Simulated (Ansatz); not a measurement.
Stepwise reaction of `[CH3][V](=[NH])([F])[F]` with hydrogen chloride, as a gas-phase model of exchange steps in deposition or etching. ΔE in kJ/mol; ΔG adds harmonic PBE0-D4 terms to CCSD(T)/CBS, at 1 bar.

Calculated with Ansatz (gas phase, PBE0-D4/def2-TZVP geometries, no zero-point term in ΔE). CCSD(T)/CBS is the MP2 limit (def2-TZVPP, def2-QZVPP) plus CCSD(T) − MP2 in def2-TZVPP, frozen cores. This one scheme is used for every species. Functionals use def2-TZVPP. B3LYP here is the variant with VWN-RPA as its local correlation; programs differ in this. For V outer-core shells are correlated without core-valence functions, which leaves a few kJ/mol of doubt a bond. Scalar relativity is left out up to krypton. Each species was taken in one conformer, which may not be the lowest.

```csv
step,reaction,PBE-D4,B3LYP-D4,ωB97M-V,CCSD(T)/CBS,ΔG(400 K)
1,`[CH3][V](=[NH])([F])[F]` + HCl → `[CH3][V](=[NH])([F])[Cl]` + H–F,8.9,8.3,9.3,-4.1,1.8
```

(1) Give the row of step 2, `[CH3][V](=[NH])([F])[Cl]` + HCl → `[CH3][V](=[NH])([Cl])[Cl]` + H–F. (An estimate is asked.)

(2) By hand: ΔE of the 2 steps together at CCSD(T)/CBS.

## Answers

(1) The calculation gave: 
```tsv
step	reaction	PBE-D4	B3LYP-D4	ωB97M-V	CCSD(T)/CBS	ΔG(400 K)
2	`[CH3][V](=[NH])([F])[Cl]` + HCl → `[CH3][V](=[NH])([Cl])[Cl]` + H–F	7.8	7.0	8.6	-6.1	-0.3
```

(2) (-4.1) + (-6.1) = -10.2 kJ/mol, or -5.1 kJ/mol a step.

In ΔE the steps differ by no more than 2.0 kJ/mol. ΔG lies between -0.3 and 1.8 kJ/mol a step. PBE-D4 differs from CCSD(T)/CBS by 13.0 to 13.9 kJ/mol a step. Isolated molecules leave out the surface, adducts and barriers. Largest T1 diagnostic: 0.031.
